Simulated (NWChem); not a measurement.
System: C2HBrCl2; SMILES ClC(Cl)=CBr

```xyz
6

Cl     1.6035     1.0064     0.0000
C     -0.1075     0.9803     0.0000
Cl    -0.8729     2.5238     0.0000
C     -0.8450    -0.1371     0.0000
Br    -0.1363    -1.8571     0.0000
H     -1.9337    -0.0769     0.0000
```
Atoms are numbered in this order, from 1.

Coordinates come from a PBE0/def2-SVP optimisation.

Symmetry labels are those of Cs in the frame above (b1 and b2, or b-type labels, depend on it).

**Question.** List the 4 lowest vertical singlet excitations from B3LYP/6-31G* (spherical d), full TDDFT (NWChem).

**Answer.** 
```
state  energy (eV)  oscillator strength  symmetry  leading excitation (squared amplitude)
-----  -----------  -------------------  --------  --------------------------------------
S1            5.16                0.000        a"                    HOMO → LUMO+1 (0.99)
S2            5.74                0.002        a"                    HOMO → LUMO+2 (0.98)
S3            6.04                0.332        a'                      HOMO → LUMO (0.94)
S4            6.30                0.000        a"                    HOMO−1 → LUMO (1.00)
```
